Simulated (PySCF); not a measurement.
Isomers of H7NOSi2, mass 93.007 u with the commonest isotopes. Method: PBE0-D3(BJ)/def2-SVP geometry optimisation, gas phase in PySCF 2.14.0. One conformer each, none proved a minimum here; rigid rotors.

Question: Order these by dipole moment, smallest first.
A. `[NH2:1][SiH2:2][O:3][SiH3:4]` with H–N1–Si2–O3 -71° and 83°, N1–Si2–O3–Si4 -45°
B. `[OH:1][SiH2:2][NH:3][SiH3:4]` with H–O1–Si2–N3 61°, O1–Si2–N3–Si4 -110°
C. `[NH2:1][SiH2:2][SiH2:3][OH:4]` with H–N1–Si2–Si3 -49° and 168°, N1–Si2–Si3–O4 168°, Si2–Si3–O4–H -48°

Answer: B (1.26 D), A (1.79 D), C (2.45 D).

Question: Order these by rotational constant B, smallest first.
A. `[NH2:1][SiH2:2][SiH2:3][OH:4]` with H–N1–Si2–Si3 -49° and 168°, N1–Si2–Si3–O4 168°, Si2–Si3–O4–H -48°
B. `[OH:1][SiH2:2][NH:3][SiH3:4]` with H–O1–Si2–N3 61°, O1–Si2–N3–Si4 -110°
C. `[NH2:1][SiH2:2][O:3][SiH3:4]` with H–N1–Si2–O3 -71° and 83°, N1–Si2–O3–Si4 -45°

Answer: B (1907 MHz), A (2012 MHz), C (2235 MHz).

Question: Order these by out-of-plane moment Σ m c² = (Ia + Ib − Ic)/2, smallest first.
A. `[NH2:1][SiH2:2][O:3][SiH3:4]` with H–N1–Si2–O3 -71° and 83°, N1–Si2–O3–Si4 -45°
B. `[NH2:1][SiH2:2][SiH2:3][OH:4]` with H–N1–Si2–Si3 -49° and 168°, N1–Si2–Si3–O4 168°, Si2–Si3–O4–H -48°
C. `[OH:1][SiH2:2][NH:3][SiH3:4]` with H–O1–Si2–N3 61°, O1–Si2–N3–Si4 -110°

Answer: B (7.66 u·Å²), A (8.80 u·Å²), C (14.47 u·Å²).

```
        SMILES  point group  Ia (u·Å²)  Ib (u·Å²)  Ic (u·Å²)      κ  μa (D)  μb (D)  μc (D)
N[SiH2]O[SiH3]           C1      49.75     226.14     258.31  -0.93    0.46    1.73    0.03
O[SiH2]N[SiH3]           C1      39.88     264.97     275.90  -0.99    0.84    0.88    0.30
N[SiH2][SiH2]O           C1      46.64     251.19     282.52  -0.95    1.83    0.20    1.62
```
